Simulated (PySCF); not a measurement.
# Spinor energies of Pd²⁷⁺ (palladium, charge +27)

Start: [Ar] 3d1; 3d3/2 filled at m_j = +3/2. Calculated with PySCF 2.14 in an even-tempered Gaussian basis (16 s from 4 bohr⁻², ratio 2.8; 12 p from 5.2 bohr⁻², ratio 2.8; 8 d from 5.2 bohr⁻², ratio 2.8; 3 f from 16 bohr⁻², ratio 3): generalised Hartree-Fock with the X2C-1e Hamiltonian and a Gaussian nucleus; one run each with spin-orbit coupling (SO) switched off, then screened by Boettger's factors.

| spinor shell | electrons | ε, spin-free (eV) | ε, screened SO (eV) | weight of nominal j (screened SO) | rms radius, screened SO (bohr) |
| --- | --- | --- | --- | --- | --- |
| 1s1/2 | 2 | -25722.8 | -25720.9 | 1.000 | 0.0365 |
| 2s1/2 | 2 | -4878.3 | -4877.6 | 1.000 | 0.148 |
| 2p1/2 | 2 | -4499.0 | -4612.5 | 1.000 | 0.129 |
| 2p3/2 | 4 | -4499.0 | -4445.9 | 1.000 | 0.133 |
| 3s1/2 | 2 | -1718.6 | -1718.4 | 1.000 | 0.371 |
| 3p1/2 | 2 | -1586.8 | -1614.6 | 0.998 | 0.361 |
| 3d3/2 | 1 | -1435.6 | -1440.0 | 1.000 | 0.326 |

(1) Where does 3p3/2 lie, and what is the 3p spin-orbit splitting (screened SO)?

```json
{"quantity": "E (hartree)", "spin-free": "-4558.06678", "screened SO": "-4559.09235"}
{"quantity": "M_J", "spin-free": "3/2", "screened SO": "3/2"}
{"quantity": "⟨J²⟩", "spin-free": "4.010", "screened SO": "3.750"}
{"quantity": "⟨L²⟩", "spin-free": "6.001", "screened SO": "6.009"}
{"quantity": "⟨S²⟩", "spin-free": "0.751", "screened SO": "0.758"}
```

Each row is a mean over spinors that exchange with the open shell spreads, by up to 14.186 eV (3p1/2).

Breit and QED terms are absent; they matter most for the inner s and p1/2 levels.

Densities and radii are taken from the X2C orbitals without a picture-change correction, which distorts them close to the nucleus.

Without spin-orbit coupling the j labels of p, d and f shells carry no meaning; the spin-free column gives the mean over the occupied spinors of each nl shell, and its ⟨J²⟩ belongs to a mixture of degenerate components.

Answers

(1) At -1573.7 eV, 40.963 eV above 3p1/2.
